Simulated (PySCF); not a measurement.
## Pb(2+): excitation energy

Pb(2+) [Xe] 4f14 5d10 6s2 (1S) → Pb(2+) [Xe] 4f14 5d10 6s1 6d1 (3D), as a difference of total energies. All numbers are calculated (PySCF 2.14, a scalar-relativistic core potential, in aug-cc-pwCVTZ-PP with ECP60MDF (8s7p6d4f1g, 96 functions)). Correlated levels: valence: 5s2 5p6 5d10 frozen. The calculations carry no spin-orbit coupling.

```csv
method,excitation energy (cm⁻¹)
UHF,144840
MP2 (valence),148630
SCS-MP2 (valence),150240
CCSD (valence),149470
```

The promoted electron is Rydberg-like, and one or two diffuse shells describe it only roughly, which tends to raise the upper state.

With two correlated electrons CCSD is exact in that space.
